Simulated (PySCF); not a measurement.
InI₃, SMILES [I][In]([I])[I].

Geometry optimised at PBE0-D3(BJ)/def2-SVP. The isomer is the one that the SMILES or the coordinates give; other isomers of the formula were not compared. The def2 effective core potentials stand for the cores of I, In; spin–orbit coupling is left out.

All values below come from PySCF with PBE/def2-TZVP.

The molecule is in vacuum.

Computed frontier levels, gap, dipole moment and polarisability:
```json
{
  "highest_occupied_level": "-6.71 eV",
  "lowest_empty_level": "-3.85 eV",
  "orbital_gap": "2.86 eV",
  "dipole_moment": "0.00 D",
  "quadrupole, principal values (traceless, Buckingham form, about the centre of nuclear charge)": "-1.11, -1.11, 2.21 D·Å",
  "mean_static_polarisability": "149.4 bohr³ (22.13 Å³)",
  "polarisability_principal_values": "92.2, 177.9, 177.9 bohr³"
}
```
